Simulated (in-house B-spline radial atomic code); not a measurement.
Successive ionisation energies of promethium; each step leads to the configuration of the next row (after the last: [He] 2s2 2p5). NIST's values go from ground level to ground level; the uncertainty of those that are theory runs from under 0.1 % in few-electron ions to several per cent in heavy many-electron ones. Computed with a radial B-spline atomic code at the basis-set limit: non-relativistic Hartree-Fock, average of the configuration, point nuclei.

This level leaves out relativity, spin-orbit splitting included, which matters for heavy ions.

```json
{"ion": "Pm34+", "configuration": "[Ar] 3d9", "ionisation energy (eV)": "2362.4", "tabulated value (eV)": "2344", "computed minus tabulated (eV)": "18", "highest orbital": "3d", "largest mean radius (bohr)": "0.26788"}
{"ion": "Pm35+", "configuration": "[Ar] 3d8", "ionisation energy (eV)": "2461.5", "tabulated value (eV)": "2443", "computed minus tabulated (eV)": "18", "highest orbital": "3d", "largest mean radius (bohr)": "0.2662"}
{"ion": "Pm36+", "configuration": "[Ar] 3d7", "ionisation energy (eV)": "2562.1", "tabulated value (eV)": "2549", "computed minus tabulated (eV)": "13", "highest orbital": "3d", "largest mean radius (bohr)": "0.26454"}
{"ion": "Pm37+", "configuration": "[Ar] 3d6", "ionisation energy (eV)": "2664.2", "tabulated value (eV)": "2652", "computed minus tabulated (eV)": "12", "highest orbital": "3d", "largest mean radius (bohr)": "0.26289"}
{"ion": "Pm38+", "configuration": "[Ar] 3d5", "ionisation energy (eV)": "2767.9", "tabulated value (eV)": "2755", "computed minus tabulated (eV)": "13", "highest orbital": "3d", "largest mean radius (bohr)": "0.26126"}
{"ion": "Pm39+", "configuration": "[Ar] 3d4", "ionisation energy (eV)": "2873.0", "tabulated value (eV)": "2892", "computed minus tabulated (eV)": "-19", "highest orbital": "3d", "largest mean radius (bohr)": "0.25963"}
{"ion": "Pm40+", "configuration": "[Ar] 3d3", "ionisation energy (eV)": "2979.7", "tabulated value (eV)": "2997", "computed minus tabulated (eV)": "-17", "highest orbital": "3d", "largest mean radius (bohr)": "0.25803"}
{"ion": "Pm41+", "configuration": "[Ar] 3d2", "ionisation energy (eV)": "3087.8", "tabulated value (eV)": "3112", "computed minus tabulated (eV)": "-24", "highest orbital": "3d", "largest mean radius (bohr)": "0.25643"}
{"ion": "Pm42+", "configuration": "[Ar] 3d1", "ionisation energy (eV)": "3197.5", "tabulated value (eV)": "3219", "computed minus tabulated (eV)": "-21", "highest orbital": "3d", "largest mean radius (bohr)": "0.25486"}
{"ion": "Pm43+", "configuration": "[Ne] 3s2 3p6", "ionisation energy (eV)": "?", "tabulated value (eV)": "?", "computed minus tabulated (eV)": "?", "highest orbital": "?", "largest mean radius (bohr)": "?"}
{"ion": "Pm44+", "configuration": "[Ne] 3s2 3p5", "ionisation energy (eV)": "3585.3", "tabulated value (eV)": "3613", "computed minus tabulated (eV)": "-28", "highest orbital": "3p", "largest mean radius (bohr)": "0.25212"}
{"ion": "Pm45+", "configuration": "[Ne] 3s2 3p4", "ionisation energy (eV)": "3682.0", "tabulated value (eV)": "3718", "computed minus tabulated (eV)": "-36", "highest orbital": "3p", "largest mean radius (bohr)": "0.25096"}
{"ion": "Pm46+", "configuration": "[Ne] 3s2 3p3", "ionisation energy (eV)": "3779.4", "tabulated value (eV)": "3816", "computed minus tabulated (eV)": "-37", "highest orbital": "3p", "largest mean radius (bohr)": "0.24982"}
{"ion": "Pm47+", "configuration": "[Ne] 3s2 3p2", "ionisation energy (eV)": "?", "tabulated value (eV)": "?", "computed minus tabulated (eV)": "?", "highest orbital": "?", "largest mean radius (bohr)": "?"}
{"ion": "Pm48+", "configuration": "[Ne] 3s2 3p1", "ionisation energy (eV)": "3977.0", "tabulated value (eV)": "4166", "computed minus tabulated (eV)": "-189", "highest orbital": "3p", "largest mean radius (bohr)": "0.24756"}
{"ion": "Pm49+", "configuration": "[Ne] 3s2", "ionisation energy (eV)": "?", "tabulated value (eV)": "?", "computed minus tabulated (eV)": "?", "highest orbital": "?", "largest mean radius (bohr)": "?"}
{"ion": "Pm50+", "configuration": "[Ne] 3s1", "ionisation energy (eV)": "4263.2", "tabulated value (eV)": "4476", "computed minus tabulated (eV)": "-213", "highest orbital": "3s", "largest mean radius (bohr)": "0.2452"}
{"ion": "Pm51+", "configuration": "[He] 2s2 2p6", "ionisation energy (eV)": "10058.9", "tabulated value (eV)": "10115", "computed minus tabulated (eV)": "-56", "highest orbital": "2p", "largest mean radius (bohr)": "0.10397"}
```

Question: Fill in the row of Pm43+.

Answer: ionisation energy (eV): 3489.6; tabulated value (eV): 3519; computed minus tabulated (eV): -29; highest orbital: 3p; largest mean radius (bohr): 0.25329.

Question: Fill in the row of Pm47+.

Answer: ionisation energy (eV): 3877.8; tabulated value (eV): 4056; computed minus tabulated (eV): -178; highest orbital: 3p; largest mean radius (bohr): 0.24868.

Question: Fill in the row of Pm49+.

Answer: ionisation energy (eV): 4164.1; tabulated value (eV): 4371; computed minus tabulated (eV): -207; highest orbital: 3s; largest mean radius (bohr): 0.24644.

Question: Where is the largest jump?

Answer: From Pm50+ to Pm51+, by a factor of 2.36 (4263.2 to 10059 eV); the highest orbital goes from 3s to 2p.
